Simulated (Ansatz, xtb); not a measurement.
Isomers of C2H7NSi in order of energy

3 gas-phase structures of C2H7NSi, from a drawn sample of its isomers (lower ones may exist). Each was relaxed with GFN2-xTB:

A. `C=C(N)[SiH3]`, a singlet
B. `N/C=C\[SiH3]`, a singlet
C. `N/C=C/[SiH3]`, a singlet

**Question.** Which do you expect lowest at r2SCAN-D4/def2-SVP, and how would the others follow?

**Answer.** Calculated order at r2SCAN-D4/def2-SVP: C (0.0), B (0.8), A (5.3) kcal/mol. Less than 1 kcal/mol parts C and B, so the order within that pair means little.

Energies above the lowest of each column, in kcal/mol; the last columns are at B3LYP-D3(BJ)/def2-SVP geometries:

| structure | GFN2-xTB | HF/STO-3G | r2SCAN-D4/def2-SVP | B3LYP-D3(BJ)/def2-SVP | CCSD(T)/def2-SVP + ΔMP2/def2-TZVPP |
| --- | --- | --- | --- | --- | --- |
| C | 0.0 | 0.0 | 0.0 | 0.0 | 0.0 |
| B | 0.4 | 1.4 | 0.8 | 0.6 | 0.8 |
| A | 2.8 | 1.4 | 5.3 | 4.8 | 3.8 |

Every level run on C puts it lowest or level with the lowest. Flexible structures stand in one conformer each, not always the lowest. ΔMP2 is the change of the MP2 energy from the smaller to the larger basis.

Programs: Ansatz 0.2.0, xtb 6.7.1.
